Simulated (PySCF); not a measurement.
**Radial density of Sn⁺ (tin, charge +1)**

UHF, [Kr] 4d10 5s2 5p1, 2P determinant. Computed with PySCF 2.14 in cc-pVDZ-PP with ECP28MDF (4s3p2d, 23 functions), with scalar relativity through the core potential. This is the valence pseudo-density: the core potential removes the inner electrons and smooths the orbitals near the nucleus.

| r (bohr) | 4πr²ρ (e/bohr) | 4πr²(ρα − ρβ) |
| --- | --- | --- |
| 0.00821 | 2.287e-05 | 0.0000 |
| 0.0138 | 6.110e-05 | 0.0000 |
| 0.0232 | 0.0001483 | 0.0000 |
| 0.0391 | 0.0002935 | 0.0000 |
| 0.0657 | 0.0005934 | 0.0000 |
| 0.111 | 0.003984 | 0.0000 |
| 0.186 | 0.05258 | 0.0001 |
| 0.313 | 0.9357 | 0.0030 |
| 0.526 | 11.37 | 0.0414 |
| 0.885 | 21.98 | 0.0109 |
| 1.49 | 6.432 | 0.1218 |
| 2.50 | 1.614 | 0.4356 |
| 4.21 | 0.2437 | 0.1360 |
| 7.08 | 0.006979 | 0.0060 |

Energies and moments cover only the electrons outside the core potential.
